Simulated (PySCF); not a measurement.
A structure optimised at PBE-D3(BJ)/def2-SVP, used in a PySCF frequency run:

```
C
H 1 1.1152
C 1 1.5365 2 107.85
H 3 1.1108 1 112.86 2 57.28
H 3 1.1124 4 106.98 1 -123.89
H 3 1.1172 4 106.73 5 -113.13
C 1 1.5365 2 107.85 3 -120.23
H 7 1.1108 1 112.86 2 -57.28
H 7 1.1124 8 106.98 1 123.89
H 7 1.1172 8 106.73 9 113.13
Mg 1 2.1288 2 105.11 3 119.89
O 11 1.7980 2 151.54 1 180.00
H 12 0.9634 11 152.58 2 180.00
```

### Question
Write its SMILES, formula and point group.

### Answer
C[CH](C)[Mg][OH], C3H8MgO, Cs

### Question
What are its rotational constants (standard atomic weights)?

### Answer
7.9025, 1.7507, 1.5065 GHz
